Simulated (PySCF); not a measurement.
**Electron correlation in Kr⁺ (krypton, charge +1)**

[Ar] 3d10 4s2 4p5, 2P determinant. Computed with PySCF 2.14 in x2c-SVPall (5s4p3d, 32 functions), with the spin-free X2C one-electron Hamiltonian (Gaussian nucleus). Frozen: [Ar] 3d10; 7 electrons correlated.

MP2 pair energies summed by pair of shells (mhartree):

```json
{"pair": "4p-4p", "energy": "-68.41", "share (%)": "68.0"}
{"pair": "4s-4p", "energy": "-26.40", "share (%)": "26.3"}
{"pair": "4s-4s", "energy": "-5.72", "share (%)": "5.7"}
```

Total MP2 correlation energy: -100.53 mhartree.

Same-spin part -25.44 and opposite-spin part -75.09 mhartree; SCS-MP2 scales them by 1/3 and 6/5 to -98.59 mhartree.

```json
{"level": "CCSD", "correlation energy (mhartree)": "-115.08"}
{"level": "(T)", "correlation energy (mhartree)": "-1.27"}
{"level": "CCSD(T)", "correlation energy (mhartree)": "-116.35"}
```

Diagnostics: T1 = 0.0046, D1 = 0.0165, largest double amplitude 0.050.

Problem. Is a single reference adequate?

Solution. Yes, within this model without spin-orbit coupling: T1 lies below 0.03 and no double amplitude reaches 0.07.
